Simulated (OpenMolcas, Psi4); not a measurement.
# CH5FOSn (SMILES C[O][SnH2][F]): methods side by side

The species is CH5FOSn (9 atoms), meant as a singlet with charge 0. As SMILES, `C[O][SnH2][F]`. The shape is that of a PBE0-D4/def2-TZVP optimisation. This is one conformer, not always the lowest.

```xyz
9

C     0.5185    1.3729    0.0701
O     0.8680    0.0818   -0.3738
Sn   -0.3995   -1.3884   -0.2438
F    -0.6974   -1.6294    1.6405
H     1.3133    2.0605   -0.2311
H    -0.4206    1.7317   -0.3734
H     0.4221    1.4182    1.1609
H    -1.9160   -0.9243   -0.8599
H     0.3999   -2.7691   -0.8064
```

Quantity: the dipole moment, in D. The values are calculated.

```tsv
level	kind	program	value (D)	CPU time
HF/def2-SVP (core potential)	Hartree–Fock	OpenMolcas	2.73	14 s
BLYP/def2-SVP (core potential)	GGA	OpenMolcas	2.08	55 s
PBE-D3(BJ)/def2-SVP (density fitting, core potential)	GGA	Psi4	2.10	13 s
revPBE/def2-SVP (core potential)	GGA	OpenMolcas	2.10	55 s
M06-L/def2-SVP (core potential)	meta-GGA	OpenMolcas	2.31	68 s
TPSS/def2-SVP (core potential)	meta-GGA	OpenMolcas	2.10	72 s
BHLYP/def2-SVP (core potential)	global hybrid	OpenMolcas	2.51	51 s
PBE0/def2-SVP (core potential)	global hybrid	OpenMolcas	2.34	47 s
```

The values span 2.08 to 2.73 D. Magnitudes only. CPU times are rough (shared hosts, several kinds of processor): they show what a rung costs within a factor of a few.
